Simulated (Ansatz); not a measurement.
A nudged elastic band was laid between two geometries of CH4 + Cl2Zn (8 atoms, charge 0, multiplicity 1).

All numbers below come from UKS PBE0/def2-SVP in Ansatz.

```
movable images  : 7
climbing image  : yes
spring          : 5.0 eV/Å²
optimiser       : quadratic models (default)
start path      : through a guess of the saddle point
force threshold : 0.05 eV/Å
iteration limit : 60
end points      : relaxed
```

Initial state:

```xyz
8
Properties=species:S:1:pos:R:3
Zn -1.110 -0.629 -1.436
Cl -1.036 -2.642 -0.817
Cl -1.358 1.287 -2.279
H 0.408 -0.657 0.760
C 0.698 0.395 0.902
H 0.310 0.742 1.869
H 1.793 0.464 0.894
H 0.295 1.040 0.106
```

Final state:

```xyz
8
Properties=species:S:1:pos:R:3
Zn -0.539 0.533 -0.921
Cl -0.745 -2.317 -0.462
Cl -1.750 0.531 -2.670
H -0.011 -2.317 0.597
C 0.588 0.846 0.626
H 0.075 0.543 1.553
H 1.525 0.271 0.550
H 0.857 1.909 0.727
```

Task: Which bonds break or form, and what moves?

Result: Bonds broken: Zn1–Cl2, H4–C5. Bonds formed: Zn1–C5, Cl2–H4. CH4 + Cl2Zn becomes CH3ClZn + ClH.

Task: What energy profile does the band end with?

Result: It converged. The highest image is number 5 of 0 to 8, 43.0 kcal/mol above the first end and 11.2 kcal/mol above the last; the last end lies 31.8 kcal/mol above the first. Neighbouring images differ by up to 1.2 eV, so the band resolves the path poorly. A vibrational analysis at the climbing image gives one clearly imaginary mode, 929i cm⁻¹: a first-order saddle point. The orbitals were unrestricted but ended closed-shell.

```csv
image,path coordinate (Å),energy (kcal/mol),Zn1–Cl2 (Å),H4–C5 (Å),Zn1–C5 (Å)
0,0.00,0.0,2.11,1.10,3.13
1,0.72,0.1,2.11,1.10,3.07
2,1.44,0.1,2.11,1.10,3.00
3,2.16,2.0,2.12,1.10,2.93
4,2.88,15.2,2.20,1.13,2.43
5,3.59,43.0,2.46,1.56,2.06
6,4.55,34.0,2.85,2.43,1.95
7,5.50,32.1,2.89,3.20,1.94
8,6.45,31.8,2.89,3.22,1.94
```

Task: What is the geometry of the highest image?

Result: 
```xyz
8
Properties=species:S:1:pos:R:3
Zn -0.773 0.110 -0.892
Cl -0.334 -2.271 -0.446
Cl -2.051 0.955 -2.353
H 0.217 -1.033 0.219
C 0.552 0.422 0.654
H -0.054 1.000 1.370
H 1.153 -0.271 1.272
H 1.289 1.088 0.176
```

The run took 6.5 min on 4 threads of Arm Neoverse N1 (shared host), peak memory 0.35 GiB.
